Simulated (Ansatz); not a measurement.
Molecule: sum formula H₄SiO, net charge 0, singlet state. 
Coordinates optimised at B3LYP-D3(BJ)/def2-TZVP (Ansatz, a first-principles code):
SMILES: O[SiH3]
```xyz
6

Si    -0.5134    -0.0066    -0.1436
O      1.0508     0.0053     0.3904
H     -0.7688    -1.1431    -1.0634
H     -1.3498    -0.1404     1.0649
H     -0.8566     1.2474    -0.8595
H      1.7563     0.0863    -0.2554
```

Parts of the frozen-core correlation energy in STO-3G (Ansatz, hartree). Frozen orbitals: 6; correlated occupied orbitals by spin: 7 and 7; virtual: 5 and 5. No spin-orbit coupling. Non-relativistic.

```json
[
 {"term": "reference (HF)", "value": "-361.76300"},
 {"term": "MP2 opposite-spin", "value": "-0.06835"},
 {"term": "MP2 same-spin", "value": "-0.00640"},
 {"term": "CCSD correlation", "value": "-0.10241"},
 {"term": "(T)", "value": "-0.00144"},
 {"term": "FCI minus CCSD(T)", "value": "-0.00038"},
 {"term": "T1 diagnostic", "value": "0.009"},
 {"term": "largest doubles amplitude", "value": "0.055"}
]
```
